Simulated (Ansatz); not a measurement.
**HCN ··· SbH$_{3}$**

The pair of HCN (SMILES C#N, atoms 1–3) and SbH$_{3}$ (SMILES [SbH3], atoms 4–7), both closed shells, in one local arrangement (a lower one may exist), relaxed at PBE0-D4/def2-TZVP:

C1  (0.253, -0.255, -2.702)
N2  (0.082, -0.068, -1.585)
H3  (0.412, -0.430, -3.744)
Sb4  (0.065, 0.792, 1.708)
H5  (-1.470, 0.130, 1.370)
H6  (-0.163, 0.560, 3.392)
H7  (0.820, -0.730, 1.562)
(Å)

Computed with Ansatz 0.2.0 (basis: def2-TZVPPD, with def2-QZVPPD for the basis limit); correlated methods freeze the cores. Filled d shells of the heavier atoms are correlated. Core potentials replace the inner electrons of the atoms past krypton. The def2 sets are not built for correlating such inner shells, so the correlated values are less sure here. B3LYP uses VWN-RPA correlation. Extrapolation: Hartree–Fock as exp(−7.88 √X), correlation as X^−2.97. Interaction energies count from these two fragments, frozen as in the pair, with the counterpoise correction; negative means bound.

(1) What is the interaction energy by CCSD(T) at an estimated basis limit (MP2 extrapolated from triple and quadruple zeta, plus CCSD(T) − MP2 in triple zeta)? (Judge from chemistry; the value comes from the calculation.)

No T1 diagnostic of these runs exceeds 0.015.

## Answers

(1) The calculation gives: -1.80 kcal/mol. Hartree–Fock alone gives -0.46 kcal/mol at the basis limit. It counts from the two fragments frozen as in the pair.

The same quantity by other methods in triple zeta, and each one's difference from that estimate:
```tsv
method	E_int (kcal/mol)	difference
PBE-D4	-1.96	-0.17
revPBE-D4	-1.67	0.12
BLYP-D4	-1.73	0.06
r2SCAN-D4	-1.54	0.26
B97M-V	-2.11	-0.32
PBE0-D4	-1.91	-0.11
B3LYP-D4	-1.88	-0.08
HSE06-D4	-1.90	-0.11
wB97X-V	-1.92	-0.12
wB97M-V	-1.91	-0.11
B2PLYP	-1.16	0.64
HF	-0.45	1.35
MP2	-1.97	-0.17
CCSD	-1.38	0.41
CCSD(T)	-1.59	0.20
```
Differences are method less estimate.

Basis-set superposition shift (counterpoise-corrected less uncorrected): CCSD(T) 0.65; MP2 0.66; HF 0.03; PBE0-D4 0.05; wB97M-V 0.06 kcal/mol.

For scale, one of the runs: CCSD(T)/def2-TZVPPD, 198 basis functions, launched by `ansatz run in.yaml --threads 4 --pin off --events-out ev --progress --plain --max-ram 9574MiB`. Hardware: 4 CPU threads of an Arm Neoverse N1, shared host. Wall time 85 s; peak host memory 2.6 GiB.
